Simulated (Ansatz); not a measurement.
Job for Ansatz (a program for electronic structure): U-r2SCAN/cc-pVTZ on GaGeH5 (SMILES [GaH2][GeH3]), a point of a bond scan (R = 4.251 Å).

Ansatz 0.2 input:
```yaml
crystal:
  periodic: [false, false, false]
  atoms:
    - {symbol: Ga, position_ang: [-1.23043577, -0.07769067, -0.29199579]}
    - {symbol: Ge, position_ang: [1.15729770, 0.07022597, 0.27368514]}
    - {symbol: H, position_ang: [1.98201560, -1.14287734, -0.19965612]}
    - {symbol: H, position_ang: [1.78713141, 1.32896781, -0.36154397]}
    - {symbol: H, position_ang: [1.35929899, 0.19976849, 1.79857150]}
    - {symbol: H, position_ang: [-3.89468893, 2.95397323, 1.04349784]}
    - {symbol: H, position_ang: [-1.80126754, -1.26982717, -1.14605758]}
basis:
  gaussian:
    orbitals: cc-pVTZ
hamiltonian:
  xc: {name: r2SCAN}
magnetization: {spin_polarized: true, initial_magnetization: 0}
```

Task: Give the final energy of this run.

Result: -4004.7644 hartree. Its determinant has ⟨S²⟩ = 0.96, a mixture of spin states.

Task: How many basis functions does it have, and what does it roughly cost on one machine?

Result: 156 functions; roughly 23 core-seconds.
